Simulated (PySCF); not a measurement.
Computed shifts of a molecule C3H9FOSi, PBE/pcSseg-1 (PySCF), GIAO, gas phase, atoms alike by connectivity averaged where their shifts nearly agree, in ppm (number of nuclei): ¹³C: 80.5 (1), 56.5 (1), -5.3 (1). ²⁹Si: 0.1 (1). ¹⁹F: -337.8 (1). ¹H: 5.19 (1), 4.93 (2), 3.94 (3), 0.62 (3). References: ¹³C against TMS (σ = 182.0 ppm); ¹⁷O against H2O (σ = 334.3 ppm); ²⁹Si against TMS (σ = 335.4 ppm); ¹⁹F against CFCl3 (σ = 133.6 ppm); ¹H against TMS (σ = 31.49 ppm), references at their B3LYP-D3(BJ)/def2-TZVP geometries, non-relativistic. Geometry: r2SCAN-D4/def2-SVP. One conformer was computed; it need not be the lowest.

Q: Pick the molecule that these values belong to.
(A) CO[Si@@H](C)CF
(B) OCC[C@H](F)[SiH3]
(C) CC[Si@@H](F)CO
(D) CO[Si](C)(C)F

A: A, CO[Si@@H](C)CF
